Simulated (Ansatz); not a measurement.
A barrier at the coupled-cluster level

Start structure (SiNH$_{7}$Se, singlet), relaxed at PBE0-D4/def2-TZVP:

```xyz
10
angstrom
Si -0.3425 -0.0930 0.5763
H 1.0057 -0.6101 0.2269
H -1.2878 -0.5325 -0.4933
H -0.3561 1.3905 0.6202
N -0.7094 -0.6556 2.1642
H 0.9990 -0.2071 -3.0694
Se 0.7067 1.1969 -2.7618
H -1.5010 -0.2716 2.6553
H -0.5977 -1.6322 2.3851
H 2.0830 1.4147 -2.3035
```

The step: SiNH₅ ([NH2][SiH3]) + H₂Se → SiNH₅Se ([NH2][SiH2][SeH]) + H₂; bonds formed: Si1–Se7, H2–H6; bonds broken: Si1–H2, H6–Se7. Ansatz 0.2.0; basis: def2-TZVPP and def2-QZVPP; cores frozen in the correlated methods. Filled d shells of the heavier atoms are correlated. The def2 sets are not built for correlating such inner shells, so the correlated values are less sure here. Extrapolation: Hartree–Fock as exp(−7.88 √X), correlation as X^−2.97. Energies below are by CCSD(T) at an estimated basis limit (MP2 extrapolated from triple and quadruple zeta, plus CCSD(T) − MP2 in triple zeta).

(1) What are the electronic barrier and the energy of the step, from the start structure to the end structure? (Judge from chemistry; the value comes from the calculation.)

T1 diagnostic: at most 0.012.

Results:

(1) The calculation gives: Barrier 1.793 eV; step energy -0.534 eV (downhill); reverse barrier, their difference, 2.327 eV. Barrier and step energy count from the start structure, the reverse barrier from the end structure.

The saddle point: One imaginary mode of 993i cm⁻¹.
```
   pair  start (Å)  saddle (Å)  end (Å)
Si1–Se7       3.73        2.71     2.29
  H2–H6       3.32        1.01     0.75
 Si1–H2       1.49        1.69     4.05
 H6–Se7       1.47        1.77     3.36
```

Zero-point energy (harmonic, PBE0-D4): ZPE is 1.768 eV at the start and 1.764 eV at the saddle, so the barrier goes from 1.793 to 1.789 eV.

Labels in which every atom is bracketed show which atoms are joined, not bond orders.

For scale, one of the runs: CCSD(T)/def2-TZVPP, 219 basis functions (an equivalent command: `ansatz run in.yaml --threads 4`). Time: 73 s of wall clock on 4 CPU threads; the host was shared. Peak host memory: 3.2 GiB.
